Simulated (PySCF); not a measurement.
GeF2ClBr, SMILES [F][Ge]([Cl])([F])[Br]. The structure is a stationary point at PBE-D3(BJ)/def2-SVP.

Method: PySCF with PBE-D3(BJ)/def2-SVP.

Harmonic wavenumbers (cm⁻¹): 110, 145, 176, 208, 225, 321, 444, 706, 733. Rotational constants (GHz): 2.338, 1.085, 0.9412; symmetry number 1.

Work out the zero-point energy and the ideal-gas rigid-rotor harmonic-oscillator thermochemistry at 298.15 K and 1 atm.

ZPE = ½ Σ hcν = ½ × 3068 cm⁻¹ = 18.35 kJ/mol. H − E(el) = 38.54 kJ/mol. Entropy in J/(mol K): translation 176.35, rotation 122.55, vibration 63.00, total 361.90. G − E(el) = -69.36 kJ/mol. Cp = 91.60 J/(mol K). Modes under 150 cm⁻¹ make the vibrational entropy uncertain.
